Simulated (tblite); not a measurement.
Isomers of C7H10F2O. Computed values, GFN2-xTB/tblite, gas phase, harmonic and unscaled. The method is semi-empirical: single wavenumbers can be off by several per cent or more. One conformer each.

Electronic energies: GFN2-xTB at the same geometries; isomer energies are rough at this level and their order can be wrong.

| SMILES | electronic energy, lowest = 0 (kcal/mol) |
| --- | --- |
| FC[C@@H]1CC=C[C@@H](CF)O1 | 25.0 |
| CC[C@]1(C(=O)F)C[C@@H](F)C1 | 14.1 |
| C[C@]12O[C@H](C[C@H]1F)C[C@@H]2F | 0.0 |
| CC[C@H]1C[C@@](F)(C(=O)F)C1 | 18.0 |

Problem. How do GFN2-xTB zero-point energies change the relative energies?

Solution. 
| SMILES | ZPE (kcal/mol) | of it from modes above 1550 cm⁻¹ | electronic (kcal/mol) | with ZPE, lowest = 0 (kcal/mol) | lowest mode (cm⁻¹) | rings |
| --- | --- | --- | --- | --- | --- | --- |
| C[C@]12O[C@H](C[C@H]1F)C[C@@H]2F | 101.0 | 43.1 | 0.0 | 0.0 | 62 | 2 |
| CC[C@]1(C(=O)F)C[C@@H](F)C1 | 99.4 | 45.8 | 14.1 | 12.5 | 38 | 1 |
| CC[C@H]1C[C@@](F)(C(=O)F)C1 | 99.4 | 45.8 | 18.0 | 16.4 | 6 | 1 |
| FC[C@@H]1CC=C[C@@H](CF)O1 | 99.3 | 45.0 | 25.0 | 23.3 | 56 | 1 |

The zero-point energies span 1.7 kcal/mol, from `FC[C@@H]1CC=C[C@@H](CF)O1` to `C[C@]12O[C@H](C[C@H]1F)C[C@@H]2F`. The order is unchanged.

Problem. What do entropy and thermal enthalpy add at 298.15 K and 1 bar (rigid rotor, harmonic oscillator, one conformer each)?

Solution. 
| SMILES | point group | symmetry number | S (cal/(mol K)) | H − H(0) (kcal/mol) | ZPE + H − H(0) − TS (kcal/mol) |
| --- | --- | --- | --- | --- | --- |
| C[C@]12O[C@H](C[C@H]1F)C[C@@H]2F | Cs | 1 | 91.0 | 6.05 | 79.9 |
| CC[C@]1(C(=O)F)C[C@@H](F)C1 | C1 | 1 | 101.7 | 7.09 | 76.2 |
| FC[C@@H]1CC=C[C@@H](CF)O1 | C1 | 1 | 98.4 | 6.74 | 76.7 |

Not tabulated: `CC[C@H]1C[C@@](F)(C(=O)F)C1` (lowest mode only 6 cm⁻¹).
